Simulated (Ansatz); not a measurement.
Reaction (ligand exchange at the Si–Cl bond): `OC[SiH2]Cl` + H₂Te → `OC[SiH2][TeH]` + HCl

Computed with Ansatz on PBE0-D4/def2-TZVP structures; ΔE is electronic, products minus reactants. CCSD(T)/CBS is the MP2 limit (def2-TZVPP, def2-QZVPP) plus CCSD(T) − MP2 in def2-TZVPP, frozen cores. This one scheme is used for every species. def2 core potentials past Kr. For Te outer-core shells are correlated without core-valence functions, which leaves a few kJ/mol of doubt a bond. Each species was taken in one conformer, which may not be the lowest.

```
        species  SCS-MP2/def2-QZVPP energy (Eh)
   `OC[SiH2]Cl`                      -865.00808
           H₂Te                      -268.72855
`OC[SiH2][TeH]`                      -673.38306
            HCl                      -460.33756
```

Work out ΔE.

ΔE = (-673.38306) + (-460.33756) − (-865.00808) − (-268.72855) = 0.01601 Eh = +10.0 kcal/mol. CCSD(T)/CBS gives +9.3 kcal/mol.

Largest T1 diagnostic among the species: 0.011.

The D4 term adds −1.1 kcal/mol with B3LYP and −0.6 kcal/mol with PBE0; it sums over pairs of atoms, weighted by their polarisabilities, and B3LYP, whose exchange is more repulsive, gets the larger term. In def2-TZVPP, CCSD(T) changes the Hartree–Fock value by −3.4 kcal/mol (the triples alone add −0.5 kcal/mol) and MP2 by −4.1 kcal/mol.

B3LYP here is the variant with VWN-RPA as its local correlation; programs differ in this.
